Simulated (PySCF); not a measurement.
Working out the ionisation energy of Kr

Kr [Kr] (1S) → Kr⁺ [Ar] 3d10 4s2 4p5 (2P). All numbers are calculated (PySCF 2.14, the spin-free X2C one-electron Hamiltonian (Gaussian nucleus), in cc-pVDZ-DK (5s4p2d, 27 functions)). Frozen: [Ar] 3d10. Energies in hartree (1 hartree = 27.21139 eV):

```
            part    Kr (lower)   Kr⁺ (upper)
             UHF  -2788.052759  -2787.569260
CCSD correlation     -0.127481     -0.107500
             (T)     -0.000780     -0.000811
```

What does Hartree-Fock give?

(-2787.569260) − (-2788.052759) = 0.483499 hartree = 13.157 eV.

What do CCSD and CCSD(T) give?

The CCSD correlation energies differ by 0.019981 hartree = 0.544 eV and the triples by -0.000031 hartree = -0.001 eV, so CCSD gives 13.701 eV and CCSD(T) 13.700 eV.

Measured between the centres of the two terms (NIST): 14.222 eV, so CCSD(T) (valence) is off by -0.522 eV.

A double-zeta basis recovers only part of the correlation energy.

What remains against the reference includes basis incompleteness, the frozen core and higher excitations.
